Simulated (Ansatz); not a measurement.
A nudged elastic band was laid between two geometries of AlH7O2Si (11 atoms, charge 0, multiplicity 1).

All numbers below come from RKS r2SCAN/def2-SVP in Ansatz.

```json
{
 "movable images": "9",
 "climbing image": "yes",
 "spring": "5.0 eV/Å²",
 "optimiser": "quadratic models (default)",
 "start path": "through a guess of the saddle point",
 "force threshold": "0.05 eV/Å",
 "iteration limit": "60",
 "end points": "relaxed"
}
```

Image 0:

```xyz
11
Properties=species:S:1:pos:R:3
Al -0.353 -0.133 0.283
H -0.677 -0.734 1.727
O 1.270 -0.402 -0.321
Si 2.395 -1.243 -1.178
H 1.765 -2.170 -2.169
H 3.282 -0.295 -1.923
H 3.263 -2.056 -0.269
H -1.488 0.061 -0.810
O 0.241 1.708 0.817
H 1.178 1.638 0.552
H 0.232 1.892 1.769
```

Image 10:

```xyz
11
Properties=species:S:1:pos:R:3
Al -0.092 0.632 -0.186
H -0.032 -0.613 1.842
O 1.236 -0.345 -0.617
Si 2.385 -1.380 -1.179
H 1.772 -2.461 -2.009
H 3.384 -0.649 -2.018
H 3.104 -2.021 -0.036
H -1.560 0.206 -0.533
O 0.134 2.190 0.461
H 0.969 2.618 0.662
H -0.192 0.089 2.091
```

Q: Which bonds break or form, and what moves?

A: Bonds broken: Al1–H2, O9–H11. Bonds formed: H2–H11. AlH7O2Si becomes AlH5O2Si + H2.

Q: What energy profile does the band end with?

A: The forces met the threshold. The highest image is number 4 of 0 to 10, 0.60 eV above the first end and 0.82 eV above the last; the last end lies 0.22 eV below the first. A vibrational analysis at the climbing image gives one clearly imaginary mode, 1071i cm⁻¹: a first-order saddle point. The orbitals stay closed-shell, which can raise the energy where a bond breaks towards radicals; this wasn't checked here.

```json
{"image": "0", "path coordinate (Å)": "0.00", "energy (eV)": "0.00", "Al1–H2 (Å)": "1.60", "O9–H11 (Å)": "0.97", "H2–H11 (Å)": "2.78"}
{"image": "1", "path coordinate (Å)": "0.45", "energy (eV)": "0.02", "Al1–H2 (Å)": "1.60", "O9–H11 (Å)": "0.97", "H2–H11 (Å)": "2.58"}
{"image": "2", "path coordinate (Å)": "0.90", "energy (eV)": "0.09", "Al1–H2 (Å)": "1.61", "O9–H11 (Å)": "0.97", "H2–H11 (Å)": "2.15"}
{"image": "3", "path coordinate (Å)": "1.35", "energy (eV)": "0.28", "Al1–H2 (Å)": "1.64", "O9–H11 (Å)": "1.00", "H2–H11 (Å)": "1.61"}
{"image": "4", "path coordinate (Å)": "1.80", "energy (eV)": "0.60", "Al1–H2 (Å)": "1.77", "O9–H11 (Å)": "1.24", "H2–H11 (Å)": "1.07"}
{"image": "5", "path coordinate (Å)": "2.11", "energy (eV)": "0.30", "Al1–H2 (Å)": "1.92", "O9–H11 (Å)": "1.58", "H2–H11 (Å)": "0.85"}
{"image": "6", "path coordinate (Å)": "2.43", "energy (eV)": "-0.04", "Al1–H2 (Å)": "2.13", "O9–H11 (Å)": "1.91", "H2–H11 (Å)": "0.78"}
{"image": "7", "path coordinate (Å)": "2.74", "energy (eV)": "-0.17", "Al1–H2 (Å)": "2.31", "O9–H11 (Å)": "2.23", "H2–H11 (Å)": "0.77"}
{"image": "8", "path coordinate (Å)": "3.06", "energy (eV)": "-0.21", "Al1–H2 (Å)": "2.41", "O9–H11 (Å)": "2.46", "H2–H11 (Å)": "0.76"}
{"image": "9", "path coordinate (Å)": "3.37", "energy (eV)": "-0.22", "Al1–H2 (Å)": "2.40", "O9–H11 (Å)": "2.57", "H2–H11 (Å)": "0.76"}
{"image": "10", "path coordinate (Å)": "3.69", "energy (eV)": "-0.22", "Al1–H2 (Å)": "2.38", "O9–H11 (Å)": "2.68", "H2–H11 (Å)": "0.76"}
```

Q: What is the geometry of the highest image?

A: 
```xyz
11
Properties=species:S:1:pos:R:3
Al -0.186 0.177 0.076
H -0.347 -0.104 1.813
O 1.287 -0.475 -0.494
Si 2.442 -1.369 -1.254
H 1.833 -2.302 -2.251
H 3.398 -0.471 -1.972
H 3.213 -2.177 -0.261
H -1.538 0.013 -0.711
O 0.100 1.835 0.884
H 0.990 2.212 0.942
H -0.082 0.928 1.708
```

Q: What are the harmonic wavenumbers there?

A: 1071i, 24, 57, 72, 189, 372, 481, 537, 584, 610, 737, 738, 755, 770, 953, 955, 1002, 1062, 1115, 1398, 1719, 1925, 1991, 2210, 2211, 2218, 3831 cm⁻¹.

The band took 20 iterations and about 19 core-minutes.

Run time: 5 min on 4 threads of Arm Neoverse V1, on a shared host, peak memory 0.18 GiB.
